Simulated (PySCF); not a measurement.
# C₆ coefficients of unlike pairs at wB97M-V

Calculated with PySCF 2.14 from the dipole response of each species, C₆(A,B) = (3/π) ∫ α_A(iu) α_B(iu) du, in atomic units, from isotropic polarisabilities. For ions this is the dispersion term alone; charge-induced terms of lower order in 1/R come first.

| species | configuration | basis | relativity | α (bohr³) | C₆ (like pair) |
| --- | --- | --- | --- | --- | --- |
| Br | [Ar] 3d10 4s2 4p5 (2P) | aug-cc-pVDZ-DK (6s5p3d) | spin-free X2C | 19.32 | 153.3 |
| Xe(2+) | [Kr] 4d10 5s2 5p4 (3P) | aug-cc-pVTZ-PP with ECP28MDF (6s5p4d2f) | core potential | 12.75 | 87.51 |
| Sr+ | [Kr] 5s1 (2S) | aug-cc-pVDZ-X2C (7s6p4d) | spin-free X2C | 121.1 | 1131 |
| Te+ | [Kr] 4d10 5s2 5p3 (4S) | aug-cc-pwCVDZ-PP with ECP28MDF (6s5p4d1f) | core potential | 22.24 | 184.8 |

Estimate C₆ for Te+ with Xe(2+).

The integral gives 125.5. The combination rule 2 C_A C_B / (C_A α_B/α_A + C_B α_A/α_B) gives 125.1 and the geometric mean 127.2.

No spin-orbit coupling is included.

The other pairs:

```
       pair     C₆
   Te+, Sr+  365.2
 Xe(2+), Br  114.9
Sr+, Xe(2+)  227.5
    Sr+, Br  324.3
    Te+, Br  167.9
```
